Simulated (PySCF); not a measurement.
C₃H₃Cl₃Sn.
Geometry (PBE0-D3(BJ)/def2-SVP, Å), atoms numbered from 1 in this order:
```xyz
10
C3H3Cl3Sn angstrom
C     -2.216    0.605   -0.366
C     -1.142    0.365    0.341
C     -0.045    0.113    1.003
Sn     1.664   -0.489   -0.090
Cl     3.504   -0.884    1.285
Cl     1.270   -2.439   -1.300
Cl     2.334    1.104   -1.652
H     -2.421    1.608   -0.753
H     -2.936   -0.191   -0.582
H      0.038    0.189    2.092
```

The calculation used PBE0-D3(BJ)/def2-SVP geometry optimisation, gas phase, def2 core potentials past Kr in PySCF 2.14.0.

Task: Which atoms are bound to Sn4, and at what distances?

Result: 4 atoms: C3 2.117 Å, Cl7 2.329 Å, Cl6 2.329 Å, Cl5 2.331 Å. The nearest atom not counted as bound is H10, at 2.80 Å.

Task: List the angles at Sn4.

Result: 
```json
{"angle": "C3–Sn4–Cl7", "degrees": "112.6", "distance of the outer atoms (Å)": "3.70"}
{"angle": "C3–Sn4–Cl5", "degrees": "112.4", "distance of the outer atoms (Å)": "3.70"}
{"angle": "C3–Sn4–Cl6", "degrees": "111.7", "distance of the outer atoms (Å)": "3.68"}
{"angle": "Cl5–Sn4–Cl6", "degrees": "107.4", "distance of the outer atoms (Å)": "3.75"}
{"angle": "Cl5–Sn4–Cl7", "degrees": "106.6", "distance of the outer atoms (Å)": "3.73"}
{"angle": "Cl6–Sn4–Cl7", "degrees": "105.8", "distance of the outer atoms (Å)": "3.72"}
```

Task: What is the shape at Sn4?

Result: Distorted tetrahedral: angles from 105.8° to 112.6°; τ4 = (360° − α − β)/141° = 0.96 with α and β the two widest (0 for a square, 1 for a tetrahedron).

Task: What are the other bond lengths?

Result: C1=C2 1.308 Å; C2=C3 1.305 Å; C1–H8, C1–H9 1.095 Å; C3–H10 1.095 Å.

Task: Give some angles away from the centre.

Result: C1–C2–C3 177.7°, C2–C3–Sn4 118.1°.

Task: What are the rotational constants (commonest isotopes, rigid rotor)?

Result: A = 1104, B = 699.0, C = 672.5 MHz: an asymmetric top.

Point group: Cs (every atom within 0.08 Å of its image). Charge 0, singlet. No frequency check.
